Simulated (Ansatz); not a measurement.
`F/C=C\I` + H₂S → `F/C=C\S` + HI  (substitution at a C–I bond)

Computed with Ansatz on PBE0-D4/def2-TZVP structures; ΔE is electronic, products minus reactants. CCSD(T)/CBS adds triple-zeta CCSD(T) − MP2 to the extrapolated MP2 energy (def2 sets, frozen cores). This one scheme is used for every species. Double bonds are as drawn, so ΔE can hold a change between cis and trans. Functionals use def2-TZVPP. Elements past krypton have def2 core potentials. For I outer-core shells are correlated without core-valence functions, which leaves a few kJ/mol of doubt a bond. One conformer a species, not always the lowest.

```
    level  ΔE (kJ/mol)
   PBE-D4        -12.2
r2SCAN-D4        -13.1
```

What does CCSD(T)/CBS give? (Best estimate.)

Computed: -4.8 kJ/mol. The listed levels differ from it by -7.4, -8.3 kJ/mol.

Largest T1 diagnostic among the species: 0.013.

In def2-TZVPP, CCSD(T) changes the Hartree–Fock value by +4.4 kJ/mol (the triples alone add +0.6 kJ/mol) and MP2 by +7.1 kJ/mol.
